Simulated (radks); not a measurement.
Results of a calculation; reference values are marked as such.
Q: All-electron atom: W XXI in [Kr] 4d10 4f8. Level of theory: scalar-relativistic Kohn-Sham, PBE, spin-unpolarised, spherical densities, point nucleus (a radial shooting solver on a logarithmic mesh with Libxc functionals). Some entries of the table are withheld. Estimate them.

orbital,occ.,eigenvalue (hartree),<r> (bohr)
1s,2,-2573.678,(1)
2s,2,-460.4070,0.07756
2p,6,-405.0625,0.06944
3s,2,-121.0957,0.2009
3p,6,-104.7034,0.2011
3d,10,-85.88214,0.1821
4s,2,-39.63140,0.4402
4p,6,-34.10635,(2)
4d,10,-27.12899,0.4827
4f,8,-19.34904,0.4922

A: 
(1) 1s <r> (bohr): 0.01834
(2) 4p <r> (bohr): 0.4634
